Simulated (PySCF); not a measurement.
**Nonlinear optical response: SMILES O=c1cccccc1C=S, C$_{8}$H$_{6}$OS**

Molfile (atoms numbered from 1):
```
C8H6OS
     RDKit          3D

 16 16  0  0  0  0  0  0  0  0999 V2000
    1.1870   -2.1897   -0.8688 O   0  0  0  0  0  0  0  0  0  0  0  0
    0.5137   -1.2927   -0.3847 C   0  0  0  0  0  0  0  0  0  0  0  0
   -0.8795   -1.5524   -0.0338 C   0  0  0  0  0  0  0  0  0  0  0  0
   -1.9204   -0.7112    0.1590 C   0  0  0  0  0  0  0  0  0  0  0  0
   -1.9426    0.7054    0.1051 C   0  0  0  0  0  0  0  0  0  0  0  0
   -0.8764    1.5526    0.0629 C   0  0  0  0  0  0  0  0  0  0  0  0
    0.4923    1.2244    0.0829 C   0  0  0  0  0  0  0  0  0  0  0  0
    1.1281    0.0206   -0.0777 C   0  0  0  0  0  0  0  0  0  0  0  0
    2.5636   -0.0259    0.0045 C   0  0  0  0  0  0  0  0  0  0  0  0
    3.5444    1.2345    0.3316 S   0  0  0  0  0  0  0  0  0  0  0  0
   -1.0844   -2.6166   -0.0033 H   0  0  0  0  0  0  0  0  0  0  0  0
   -2.8844   -1.1707    0.3443 H   0  0  0  0  0  0  0  0  0  0  0  0
   -2.9271    1.1545    0.1400 H   0  0  0  0  0  0  0  0  0  0  0  0
   -1.0932    2.6135    0.0656 H   0  0  0  0  0  0  0  0  0  0  0  0
    1.1652    2.0659    0.2233 H   0  0  0  0  0  0  0  0  0  0  0  0
    3.0061   -1.0034   -0.1620 H   0  0  0  0  0  0  0  0  0  0  0  0
  1  2  2  0
  2  3  1  0
  3  4  2  0
  4  5  1  0
  5  6  2  0
  6  7  1  0
  7  8  2  0
  8  9  1  0
  9 10  2  0
  8  2  1  0
  3 11  1  0
  4 12  1  0
  5 13  1  0
  6 14  1  0
  7 15  1  0
  9 16  1  0
M  END
```

Method: quadratic response LC-wPBE/def2-SVPD first hyperpolarisability, Taylor convention, gas phase (PySCF). Geometry: GFN2-xTB.

What is the first hyperpolarisability, and how does it disperse?

In au, Taylor convention; the vector part is βᵢ = ⅓ Σⱼ (βᵢⱼⱼ + βⱼᵢⱼ + βⱼⱼᵢ); β∥ is 3/5 of the vector part along the dipole, the dipole points from − to +:
```
                   process  λ (nm)  β vector norm     β∥  β HRS  depolarisation ratio
           static β(0;0,0)       ∞          790.2  371.7  332.0                  4.77
second harmonic β(−2ω;ω,ω)    1907          954.1  445.4  399.5                  4.78
         Pockels β(−ω;ω,0)    1907          838.9  393.7      –                     –
         Pockels β(−ω;ω,0)    1340          894.6  418.7      –                     –
```

Second harmonics within 0.3 eV of the first excitation or beyond it are left out.

Which lowest excitations, dipole and polarisabilities go with it?

S1 1.93 eV (f = 0.000); S2 3.36 eV (f = 0.283); S3 4.05 eV (f = 0.000); dipole 5.51 D; isotropic α 125.7 au static, 126.8 au at 1907 nm, 128.1 au at 1340 nm, 130.7 au at 953.5 nm.
